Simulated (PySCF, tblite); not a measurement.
A set of runs on `C[Si@H]1[CH]COCC1` [radical]; the geometry of each is named by its level. Settings lines and outputs come from a driver script.

Compound: C5H11OSi (doublet state).
Numbering: `[CH3:1][Si@H:2]1[CH:3][CH2:4][O:5][CH2:6][CH2:7]1` (hydrogens: H8, H9, H10 on C1; H11 on Si2; H12 on C3; H13, H14 on C4; H15, H16 on C6; H17, H18 on C7)

Step 1: GFN2-xTB geometry optimisation, gas phase (tblite 0.8.0) (from a force-field or distance-geometry start)
```json
{"job": {"kind": "relax", "xc": "GFN2-xTB", "basis": "xTB"}, "charge": 0, "multiplicity": 2}
```
```
step      E/eV     max force
  0    -598.37375    2.461
  1    -598.58042    1.058
  2    -598.69857    0.687
...
113    -599.18784    0.013
114    -599.18787    0.013
115    -599.18790    0.014
116    -599.18793    0.012
117    -599.18795    0.009
```

Energy lowered by 18.8 kcal/mol over 117 steps; largest atomic force 0.009 eV/Å at the end. «max force» is the largest atomic force in eV/Å.

Time: 1.2 s. Hardware: AMD EPYC, one thread, on a shared host.

Step 2: GFN2-xTB harmonic vibrations, gas phase (tblite 0.8.0) (on the GFN2-xTB geometry)
```json
{"job": {"kind": "ir", "xc": "GFN2-xTB", "basis": "xTB"}, "charge": 0, "multiplicity": 2}
```
```
(table of modes left out)
```

48 modes from 52 to 3074 cm⁻¹ (unscaled, harmonic); zero-point energy 91.2 kcal/mol; all wavenumbers are real at this level.

On one thread, AMD EPYC (x86_64), shared host, this took 1.2 s of wall time.

Step 3: UKS B3LYP, pcH-1 on C H O Si, non-relativistic, mean-field spin-orbit, GIAO (PySCF 2.14.0) (on the GFN2-xTB geometry)
```json
{"job": {"kind": "epr", "basis": "pcH-1"}, "charge": 0, "multiplicity": 2}
```
```
...
E = -561.85682499 Eh   <S^2> = 0.7536 (exact 0.7500)
g shifts (ppm)      1          2          3
  rmc          -126       -126       -126
  gc              1         26         22
  oz_so         -69        465        674
  total        -194        365        570
hyperfine (MHz)  atom isotope    a_iso     a_fc   dipolar eigenvalues
    0   13C      26.05      26.06     -2.47     -2.27      4.74
    1  29Si      42.18      42.25     -2.14     -0.50      2.64
    2   13C      80.46      80.55    -74.48    -73.66    148.14
    3   13C     -33.51     -33.52     -2.97      1.01      1.96
    4   17O       1.53       1.53     -2.08      0.69      1.39
    5   13C      -1.37      -1.37     -0.69     -0.37      1.06
    6   13C      -0.86      -0.86     -0.59     -0.42      1.01
    7    1H      -1.56      -1.56     -2.99     -1.29      4.28
    8    1H       5.41       5.41     -1.86     -1.07      2.93
    9    1H      -1.66      -1.66     -2.42     -1.41      3.83
   10    1H      65.95      65.95     -3.45     -1.61      5.05
   11    1H     -54.89     -54.90    -35.43     -0.78     36.21
   12    1H     145.47     145.47     -5.99     -2.62      8.61
   13    1H      95.94      95.94     -5.11     -3.94      9.04
   14    1H       1.75       1.75     -2.54     -2.05      4.59
...
```

⟨S²⟩ 0.754; g_iso 2.0026. rmc, gc and oz_so are the mass-correction, gauge-correction and orbital-Zeeman/spin–orbit parts of the g shift along its three principal axes; a_iso is the isotropic hyperfine coupling and a_fc its Fermi-contact part. The log counts atoms from 0, this text from 1.

Time: 2.1 min of wall time (with the writing of density and orbital grids); peak memory 0.97 GiB. Hardware: one thread, AMD EPYC (x86_64), shared host with 64 logical CPUs at a one-minute load of 58.

Geometry of the electronic-property runs (GFN2-xTB):
```
atom  x, y, z in Å
C1     2.463   -0.708    0.178
Si2    0.901   -0.255   -0.807
C3    -0.515   -1.398   -0.477
C4    -1.843   -0.887   -0.077
O5    -1.897    0.426    0.417
C6    -1.315    1.411   -0.411
C7     0.207    1.448   -0.311
H8     2.277   -0.738    1.248
H9     3.255    0.011   -0.003
H10    2.828   -1.683   -0.125
H11    1.235   -0.231   -2.249
H12   -0.484   -2.457   -0.678
H13   -2.531   -0.980   -0.947
H14   -2.276   -1.504    0.723
H15   -1.619    1.248   -1.455
H16   -1.749    2.355   -0.067
H17    0.579    2.247   -0.950
H18    0.476    1.702    0.714
```

 (This holds for the electronic-property runs.)

One conformer stands for the species.
